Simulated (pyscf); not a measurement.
# H₃C–GeH₃ (SMILES [CH3][GeH3]), singlet

Gas-phase minimum from PySCF at ωB97X-D3(BJ)/def2-SVP, one conformer. 

SMILES: [GeH3][CH3]
```xyz
8

C     -1.3028    -0.7933    -0.1195
Ge    -0.2140     0.7487    -0.6172
H     -0.9815    -1.6867    -0.6756
H     -2.3630    -0.6049    -0.3458
H     -1.2079    -1.0003     0.9569
H     -0.6693     1.9980     0.1582
H      1.2676     0.4843    -0.2947
H     -0.3449     1.0324    -2.1243
```

Bonds (Å): C1–Ge2 1.952, C1–H3 1.100, C1–H4 1.100, C1–H5 1.100, Ge2–H6 1.539, Ge2–H7 1.539, Ge2–H8 1.539. Angles (°): Ge2–C1–H3 110.5, Ge2–C1–H4 110.5, Ge2–C1–H5 110.5, H3–C1–H4 108.5, H3–C1–H5 108.5, H4–C1–H5 108.5, C1–Ge2–H6 110.4, C1–Ge2–H7 110.4, C1–Ge2–H8 110.3, H6–Ge2–H7 108.6, H6–Ge2–H8 108.6, H7–Ge2–H8 108.6.

Properties at ωB97X-D3(BJ)/def2-SVP:

```json
{
  "harmonic_wavenumbers_unscaled": "171, 501, 501, 623, 856, 856, 868, 920, 920, 1281, 1451, 1451, 2175, 2175, 2183, 3079, 3187, 3187 cm⁻¹",
  "zero_point_energy": "37.7 kcal/mol",
  "rotational_symmetry_number": "3",
  "Entropy of this conformer at 298 K and 1 atm, rigid rotor and harmonic oscillator, modes under 100 cm⁻¹ raised to 100": "268.3 J/(mol K)",
  "dipole_moment": "0.68 D"
}
```

Single-point totals, which compare only within one level (frozen core for MP2 and CC):

| level | total energy (hartree) |
|---|---|
| ωB97X-D3(BJ)/def2-TZVP | -2118.71499 |
| PBE/def2-TZVP | -2118.33841 |
| r²SCAN/def2-TZVP | -2118.68601 |
| B3LYP-D3(BJ)/def2-TZVP | -2118.78805 |
| PBE0-D3(BJ)/def2-TZVP | -2118.41078 |
| M06-2X/def2-TZVP | -2118.69434 |
| ωB97M-D3(BJ)/def2-TZVP | -2118.75150 |
| HF/def2-TZVPP | -2116.73727 |
| MP2/def2-TZVPP | -2117.19227 |
| CCSD/def2-TZVPP | -2117.22143 |
| CCSD(T)/def2-TZVPP | -2117.23758 |

Soft torsions are taken as harmonic, which can shift the entropy by several J/(mol K). The CCSD(T) − MP2 part came from Ansatz, without density fitting, on the same reference. The frozen core leaves the outer d or s,p core shells of the metals and heavy elements correlated in the MP2 and CC values, and def2-TZVPP describes them poorly, so these totals are far from the basis limit. Elements up to Kr have no core potential and no relativistic terms here.
